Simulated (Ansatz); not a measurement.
CH8InNOSi (`[CH3][In]([NH2])[O][SiH3]`), charge 0, multiplicity 1.

(1) Give a relaxed structure at PBE0-D4/def2-TZVP (Ansatz 0.2.0). (Best estimate.)

## Answers

(1) Computed: 
```xyz
13

C     2.3702    1.3819   -0.0512
In    0.7536    0.0496    0.2805
N     0.3471   -1.4972    1.4920
O    -0.9181    0.4980   -0.7303
Si   -2.4014   -0.1259   -0.8911
H     2.0169    2.4016    0.1021
H     2.7075    1.2810   -1.0829
H     3.1993    1.1753    0.6236
H    -0.4582   -2.0597    1.2590
H     1.0907   -2.0831    1.8385
H    -2.7621   -0.2820   -2.3296
H    -2.5126   -1.4807   -0.2594
H    -3.4329    0.7411   -0.2512
```
This is one stationary point; other conformers may exist.
